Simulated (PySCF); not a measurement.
IrO₄, SMILES [O]=[Ir+](=[O])(=[O])=[O], charge +1, multiplicity 1. Geometry: PBE0-D3(BJ)/def2-SVP. The multiplicity is an assumed one; other spin states were not compared. The def2 effective core potentials stand for the cores of Ir; spin–orbit coupling is left out.

Computed with PBE0-D3(BJ)/def2-SVP (PySCF 2.14.0).

Harmonic wavenumbers (cm⁻¹): 342, 342, 342, 344, 344, 1023, 1023, 1023, 1023. Rotational constants (GHz): 4.192, 4.192, 4.192; symmetry number 12.

Problem. Work out the zero-point energy and the ideal-gas rigid-rotor harmonic-oscillator thermochemistry at 298.15 K and 1 atm.

Solution. ZPE = ½ Σ hcν = ½ × 5805 cm⁻¹ = 8.30 kcal/mol. H − E(el) = 11.91 kcal/mol. Entropy in cal/(mol K): translation 42.52, rotation 20.94, vibration 6.34, total 69.81. G − E(el) = -8.90 kcal/mol. Cp = 17.31 cal/(mol K).
